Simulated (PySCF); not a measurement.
Static response to an electric field

Compound: C5H12OSi.
Atom-mapped SMILES: `[CH3:1][C:2](=[O:3])[C@H:4]([CH3:5])[CH2:6][SiH3:7]` (hydrogens: H8, H9, H10 on C1; H11 on C4; H12, H13, H14 on C5; H15, H16 on C6; H17, H18, H19 on Si7)

Geometry (GFN2-xTB, Å), atoms numbered from 1 in this order:
```xyz
19
C5H12OSi angstrom
C     -1.8613   -1.0960    0.9120
C     -0.7851   -0.8869   -0.1230
O     -0.4263   -1.7598   -0.8718
C     -0.2016    0.5159   -0.1605
C     -1.0068    1.3112   -1.1978
C      1.2793    0.4762   -0.5341
Si     2.3587   -0.3719    0.7810
H     -2.5602   -0.2634    0.9139
H     -2.3887   -2.0285    0.7293
H     -1.3889   -1.1428    1.8922
H     -0.3295    0.9861    0.8197
H     -2.0642    1.3370   -0.9405
H     -0.6406    2.3344   -1.2488
H     -0.9014    0.8547   -2.1799
H      1.6279    1.4975   -0.7007
H      1.3771   -0.0506   -1.4844
H      3.7538   -0.3273    0.3429
H      2.2170    0.3740    2.0390
H      1.9310   -1.7507    1.0040
```

Level: B3LYP/def2-SVPD (PySCF), static field, nuclei fixed, core orbitals frozen in the response. The polarisability tensor in these axes (au):

```
x   97.89 -0.94  1.12
y   -0.94 88.16 -4.08
z    1.12 -4.08 85.31
```

Problem. Give the principal values, the mean and the anisotropy Δα = √{½[(α1 − α2)² + (α2 − α3)² + (α1 − α3)²]}.

Solution. Principal values 82.41, 90.77 and 98.19 au; mean 90.45 au = 13.40 Å³ = 14.91 × 10⁻⁴⁰ C²·m²/J; Δα = 13.67 au (15 % of the mean).

Problem. What is the dipole moment, and where does it point?

Solution. (-1.21, 2.29, 1.16) D, 2.84 D in size, pointing from the negative to the positive side. Measured along this direction, the outermost atoms are H19 and H17 at the negative end and H13 and H12 at the positive end.

Problem. In TDDFT the mean static polarisability is Σ f/ω² over all singlet excitations (ω in hartree). How much of it do the 8 lowest give? Their energies (eV) and oscillator strengths: 4.39, 0.0003; 6.31, 0.0092; 6.59, 0.0077; 7.04, 0.0124; 7.09, 0.0044; 7.27, 0.0014; 7.44, 0.0020; 7.53, 0.0004.

Solution. They add up to 0.62 au, 0.7 % of the 90.45 au; the largest single term is 0.19 au, from the state at 7.04 eV. Terms in order: 0.01, 0.17, 0.13, 0.19, 0.06, 0.02, 0.03, 0.01 au. Higher excitations give the rest. The strengths listed sum to 0.038.

Problem. Along which axes do the principal values lie, and how far do the nuclei extend along each?

Solution. Largest value along (0.98, -0.15, 0.13), where the nuclei span 6.13 Å; middle along (0.19, 0.81, -0.56), 4.96 Å; least along (-0.02, 0.58, 0.82), 3.54 Å. The response follows the extents in order.

Problem. What would n − 1 = 2πNα be for an ideal gas of these molecules at 500 K and 1 atm, electronic part alone?

Solution. N = p/kT = 1.4678 × 10¹⁹ cm⁻³, so n − 1 = 2π × N × 13.40 × 10⁻²⁴ cm³ = 1236 × 10⁻⁶ at long wavelengths.

Problem. Traceless (Buckingham) quadrupole moment about the centre of nuclear charge: eigenvalues?

Solution. -7.92, 1.75, 6.17 D·Å. The values depend on the origin, since the dipole doesn't vanish. The electronic extent ⟨r²⟩ about the same centre is 1131 bohr², a root-mean-square distance of 2.22 Å for the 64 electrons.

One conformer (not necessarily the lowest) at the GFN2-xTB geometry, without solvent, vibrations or thermal averaging.
